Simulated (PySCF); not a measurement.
SMILES O=S(=O)(O)c1ccc(F)cc1, C6H5FO3S

Geometry:
```csv
atom,x (Å),y (Å),z (Å)
O1,2.734,1.041,1.584
S2,2.308,-0.070,0.765
O3,2.677,-1.447,1.047
O4,2.842,0.265,-0.731
C5,0.555,0.017,0.569
C6,-0.168,-1.157,0.359
C7,-1.547,-1.085,0.195
C8,-2.166,0.160,0.248
F9,-3.481,0.230,0.092
C10,-1.450,1.334,0.469
C11,-0.073,1.261,0.634
H12,3.014,-0.578,-1.178
H13,0.353,-2.116,0.343
H14,-2.153,-1.978,0.034
H15,-1.983,2.285,0.515
H16,0.520,2.157,0.827
```

Theory: quadratic response CAM-B3LYP/aug-cc-pVDZ first hyperpolarisability, Taylor convention, gas phase in PySCF. Geometry: PBE0-D3(BJ)/def2-SVP.

(1) Give the tensor of the static β(0;0,0) in the axes of these coordinates.

Answers

(1) In au, Taylor convention; rows are the first index (the induced dipole):
|  | xx | yy | zz | xy | xz | yz |
| --- | --- | --- | --- | --- | --- | --- |
| x | -182.9 | +46.4 | +8.8 | +19.9 | -14.7 | +2.7 |
| y | +19.9 | -5.7 | +11.3 | +46.4 | +2.7 | +17.5 |
| z | -14.7 | +17.5 | +17.7 | +2.7 | +8.8 | +11.3 |

Norm of βᵢ = ⅓ Σⱼ (βᵢⱼⱼ + βⱼᵢⱼ + βⱼⱼᵢ): 131.8 au, hyper-Rayleigh value 74.0 au.
